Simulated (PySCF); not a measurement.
neopentane (C5H12), singlet, geometry from GFN2-xTB. Base run: HF/STO-3G (PySCF).

Here is a job for PySCF.
```python
from pyscf import gto, scf

mol = gto.Mole()
mol.atom = '''
    C    -0.342155   -0.440932    1.424642
    C     0.000000   -0.000000    0.000000
    C     0.140297    1.523020   -0.042687
    C    -1.116514   -0.436182   -0.950914
    C     1.318372   -0.645907   -0.431040
    H    -1.277917    0.008553    1.749940
    H    -0.446243   -1.522623    1.475778
    H     0.441015   -0.139505    2.116951
    H     0.383913    1.856752   -1.049057
    H    -0.788353    2.001456    0.260981
    H     0.930579    1.853398    0.627991
    H    -2.063690    0.013373   -0.660635
    H    -1.232017   -1.517803   -0.934797
    H    -0.891425   -0.131331   -1.970672
    H     1.238762   -1.730619   -0.407259
    H     2.126021   -0.347501    0.233913
    H     1.579354   -0.344148   -1.443135
'''
mol.basis = 'sto-3g'
mol.charge = 0
mol.spin = 0
mol.verbose = 4
mol.build()

mf = scf.RHF(mol)
mf.kernel()
```

Variants of this job, named by their change:

| change | ΔE vs base (µEh) | SCF cycles |
|---|---|---|
| base | 0.0 | 7 |
| DIIS = ADIIS | 0.0 | 9 |
| level_shift = 0.1 (with mf.max_cycle = 100) | 0.0 | 7 |
| diis_space = 12 | 0.0 | 7 |
| conv_tol = 1e-4 | 0.0 | 4 |
| damp = 0.5; diis_start_cycle = 5 | 0.0 | 9 |
| init_guess = 1e | 0.0 | 10 |
| conv_tol = 1e-11 | 0.0 | 8 |
| DIIS = EDIIS | 0.0 | 14 |
| diis = off; damp = 0.6 (with mf.diis_start_cycle = 200; with mf.max_cycle = 150) | 0.0 | 26 |
| diis_space = 2 | 0.0 | 8 |
| level_shift = 0.3 (with mf.max_cycle = 100) | 0.0 | 8 |
| init_guess = sap | 0.0 | 7 |
